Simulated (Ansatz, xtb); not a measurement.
Isomers of BClH3NO2 in order of energy

3 gas-phase structures of BClH3NO2, found in a search over its isomers (lower ones may exist). Each was relaxed with GFN2-xTB; where two conformers were screened, the lower at r2SCAN-D4/def2-SVP//GFN2-xTB is listed:

A. `ONB(O)Cl`, a singlet
B. `O[B@@-]1(Cl)[NH2+]O1`, a singlet
C. `NOB(O)Cl`, a singlet

Task: Which do you expect lowest at r2SCAN-D4/def2-SVP//GFN2-xTB, and how would the others follow?

Result: Calculated order at r2SCAN-D4/def2-SVP//GFN2-xTB: C (0.0), A (21.7), B (24.2) kJ/mol. Less than 1 kcal/mol parts A and B, so the order within that pair means little.

Energies above the lowest of each column, in kJ/mol; the last columns are at r2SCAN-D4/def2-SVP geometries:

| structure | GFN2-xTB | HF/STO-3G | r2SCAN-D4/def2-SVP//GFN2-xTB | r2SCAN-D4/def2-SVP | CCSD(T)/def2-SVP + ΔMP2/def2-TZVPP |
| --- | --- | --- | --- | --- | --- |
| C | 0.0 | 0.0 | 0.0 | 0.0 | 0.0 |
| A | 15.4 | 34.6 | 21.7 | 20.6 | 21.5 |
| B | 62.2 | 19.8 | 24.2 | 25.1 | 28.7 |

Every level run on C puts it lowest or level with the lowest. Flexible structures stand in one conformer each, not always the lowest. ΔMP2 is the change of the MP2 energy from the smaller to the larger basis.

Programs: Ansatz 0.2.0, xtb 6.7.1.
